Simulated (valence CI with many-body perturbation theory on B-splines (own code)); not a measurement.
**Level structure of Ru²²⁺**

Computed by relativistic CI+MBPT: four valence electrons over a frozen Dirac-Fock core [Ar], a basis of 7 s, 7 p, 8 d, 6 f, 4 g, 1 h functions for each j, with the one-electron correlation potential Σ1, the two-electron term Σ2, the three-electron term Σ3, Breit, model QED; selected CI, second order for the rest, scaled by the run's own slope (own B-spline code, finite nucleus).

No measured levels were compared; by estimate terms of the open shell hold to 2 to 4 % of their energy, and close levels can change places. Only levels of the ground parity were solved; by the run's estimate the other parity begins above the list, which can be wrong where configurations are misplaced.

Levels 1 to 32 of 32, with energies above the lowest level, 3d⁴ ⁵D_0. "Leading %" is the weight of the configuration and term that name the level; weights of strongly mixed levels are sums over their largest components and can fall short, so below about 35 % the name and the second component can differ from the true leading terms, or belong to a minority configuration. In the jj column 3d3/2^4 stands for four electrons in 3d with j = 3/2.

| No. | Configuration | Term | J | E (cm⁻¹) | Leading % | Second component | Leading jj |
| --- | --- | --- | --- | --- | --- | --- | --- |
| 1 | 3d⁴ | ⁵D | 0 | 0.0 | 71 | 27 % 3d⁴ ³P | 3d3/2^4 (71 %) |
| 2 | 3d⁴ | ⁵D | 1 | 15649 | 87 | 12 % 3d⁴ ³P | 3d3/2^3 3d5/2 (81 %) |
| 3 | 3d⁴ | ⁵D | 2 | 30183 | 94 |  | 3d3/2^2 3d5/2^2 (61 %) |
| 4 | 3d⁴ | ⁵D | 3 | 42233 | 91 | 6 % 3d⁴ ³F | 3d3/2^2 3d5/2^2 (52 %) |
| 5 | 3d⁴ | ⁵D | 4 | 51137 | 78 | 17 % 3d⁴ ³F | 3d3/2^2 3d5/2^2 (38 %) |
| 6 | 3d⁴ | ³P | 0 | 81783 | 57 | 28 % 3d⁴ ⁵D | 3d3/2^2 3d5/2^2 (65 %) |
| 7 | 3d⁴ | ³H | 4 | 90497 | 57 | 15 % 3d⁴ ³G | 3d3/2^3 3d5/2 (57 %) |
| 8 | 3d⁴ | ³G | 3 | 108840 | 60 | 31 % 3d⁴ ³F | 3d3/2^2 3d5/2^2 (50 %) |
| 9 | 3d⁴ | ³H | 5 | 111720 | 78 | 22 % 3d⁴ ³G | 3d3/2^2 3d5/2^2 (98 %) |
| 10 | 3d⁴ | ³P | 1 | 112230 | 81 | 10 % 3d⁴ ⁵D | 3d3/2^2 3d5/2^2 (59 %) |
| 11 | 3d⁴ | ³F | 2 | 112980 | 76 | 14 % 3d⁴ ¹D | 3d3/2^2 3d5/2^2 (54 %) |
| 12 | 3d⁴ | ³H | 6 | 120640 | 78 | 22 % 3d⁴ ¹I | 3d3/2^2 3d5/2^2 (85 %) |
| 13 | 3d⁴ | ³G | 4 | 131680 | 46 | 24 % 3d⁴ ³H | 3d3/2^2 3d5/2^2 (57 %) |
| 14 | 3d⁴ | ³P | 2 | 138160 | 53 | 40 % 3d⁴ ³D | 3d3/2^2 3d5/2^2 (72 %) |
| 15 | 3d⁴ | ³F | 4 | 139220 | 34 | 30 % 3d⁴ ¹G | 3d3/2^2 3d5/2^2 (65 %) |
| 16 | 3d⁴ | ³F | 3 | 146290 | 59 | 18 % 3d⁴ ³D | 3d3/2 3d5/2^3 (45 %) |
| 17 | 3d⁴ | ³D | 3 | 154640 | 60 | 19 % 3d⁴ ³G | 3d3/2 3d5/2^3 (52 %) |
| 18 | 3d⁴ | ³G | 5 | 161010 | 78 | 22 % 3d⁴ ³H | 3d3/2 3d5/2^3 (98 %) |
| 19 | 3d⁴ | ³P | 2 | 164920 | 33 | 26 % 3d⁴ ¹D | 3d3/2 3d5/2^3 (54 %) |
| 20 | 3d⁴ | ¹I | 6 | 171750 | 78 | 22 % 3d⁴ ³H | 3d3/2 3d5/2^3 (85 %) |
| 21 | 3d⁴ | ³D | 1 | 172530 | 89 | 8 % 3d⁴ ³P | 3d3/2 3d5/2^3 (72 %) |
| 22 | 3d⁴ | ¹S | 0 | 193130 | 78 | 22 % 3d⁴ ³P | 3d3/2 3d5/2^3 (77 %) |
| 23 | 3d⁴ | ¹G | 4 | 194330 | 49 | 31 % 3d⁴ ³F | 3d5/2^4 (46 %) |
| 24 | 3d⁴ | ¹D | 2 | 204520 | 36 | 26 % 3d⁴ ³P | 3d3/2^2 3d5/2^2 (59 %) |
| 25 | 3d⁴ | ¹F | 3 | 214070 | 68 | 16 % 3d⁴ ³D | 3d3/2 3d5/2^3 (74 %) |
| 26 | 3d⁴ | ³P | 2 | 233620 | 77 | 12 % 3d⁴ ³F | 3d3/2^2 3d5/2^2 (56 %) |
| 27 | 3d⁴ | ³F | 4 | 243580 | 77 | 18 % 3d⁴ ¹G | 3d3/2^2 3d5/2^2 (62 %) |
| 28 | 3d⁴ | ³F | 2 | 254170 | 71 | 18 % 3d⁴ ¹D | 3d5/2^4 (36 %) |
| 29 | 3d⁴ | ³F | 3 | 257490 | 80 | 18 % 3d⁴ ¹F | 3d3/2 3d5/2^3 (95 %) |
| 30 | 3d⁴ | ³P | 1 | 262030 | 98 |  | 3d3/2 3d5/2^3 (91 %) |
| 31 | 3d⁴ | ³P | 0 | 274860 | 90 | 9 % 3d⁴ ¹S | 3d5/2^4 (53 %) |
| 32 | 3d⁴ | ¹G | 4 | 277800 | 83 | 15 % 3d⁴ ³F | 3d3/2 3d5/2^3 (81 %) |

Names give the largest LS component (configuration and term), which can be under half, so a name can repeat, a term be missing and a line seem to break the LS rules; names also repeat where a configuration has a term twice.

The ionisation energy to 3d³ ⁴F3/2 of the next ion comes out as 1048.1 eV (NIST: 1048 ± 4 eV (theoretical)). All 32 levels together are meant to be complete up to 285850 cm⁻¹.
